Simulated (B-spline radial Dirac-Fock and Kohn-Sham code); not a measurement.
# Dipole and non-dipole photoemission parameters of La⁺ 4d5/2

System: La⁺, configuration 1s2 2s2 2p6 3s2 3p6 3d10 4s2 4p6 4d10 5s2 5p6 5d2; threshold 116.8 eV (orbital energy of the model). Level of theory: Dirac-Hartree-Slater photoionisation with a Latter tail; cross sections with all multipoles, angular parameters from the dipole term and its interference with E2; a radial atomic solver.

Input file task.json (cfg lists n, l and occupation; rrms is the nuclear radius in fm):

```json
{"items": [{
  "Z": 57,
  "q": 1,
  "cfg": [[1, 0, 2], [2, 0, 2], [2, 1, 6], [3, 0, 2], [3, 1, 6], [3, 2, 10], [4, 0, 2], [4, 1, 6], [4, 2, 10], [5, 0, 2], [5, 1, 6], [5, 2, 2]],
  "A": 139,
  "rrms": 4.855,
  "do": "xps",
  "hv": [55.0, 60, 85.0, 92.9, 148.0, 200, 217.0, 225.0, 256.0, 261.0, 270.0, 295.0, 300, 345.0, 381.0, 400, 577.0, 1000, 1090.0, 1850.0, 1980.0, 2860.0, 4000, 5050.0, 6360.0, 8047.8, 8550.0, 9251.7, 9980.0, 10500.0]
}]}
```

Run with: `python xray2_run.py task.json out`

For linearly polarised light dσ/dΩ = σ/(4π) [1 + β P₂(cos θ) + (δ + γ cos²θ) sin θ cos φ], with θ from the polarisation vector and φ the angle between the beam and the projection of the electron momentum on the plane normal to the polarisation.

```tsv
hν (eV)	σ (kb)	β	γ	δ
148	442	1.342	-0.129	0.014
200	350	-0.894	-0.221	0.145
217	418	-0.650	-0.069	0.116
225	447	-0.526	-0.017	0.103
256	?	?	?	?
261	538	-0.052	0.106	0.058
270	552	0.042	0.119	0.050
295	573	0.260	0.135	0.033
300	575	0.296	0.135	0.030
345	565	0.557	0.116	0.013
381	539	0.704	0.090	0.006
400	522	0.768	0.075	0.004
577	347	1.104	-0.017	0.001
1000	129	1.318	0.005	0.016
1090	107	1.330	0.028	0.019
1850	30.2	1.322	0.274	0.042
1980	25.3	1.312	0.316	0.046
2860	9.13	1.232	0.570	0.072
4000	3.34	1.130	0.830	0.106
5050	1.59	1.048	1.020	0.138
6360	0.741	0.962	1.205	0.178
8047.8	0.329	0.871	1.388	0.229
8550	0.266	0.848	1.434	0.244
9251.7	0.201	0.817	1.492	0.264
9980	0.153	0.788	1.547	0.286
10500	0.127	0.768	1.583	0.301
```

Question: Give the values at 256 eV.

Answer: σ = 529 kb, β = -0.108, γ = 0.097, δ = 0.063.

Values without a named source are computed, but for edge energies of neutral atoms, which are taken from tables.
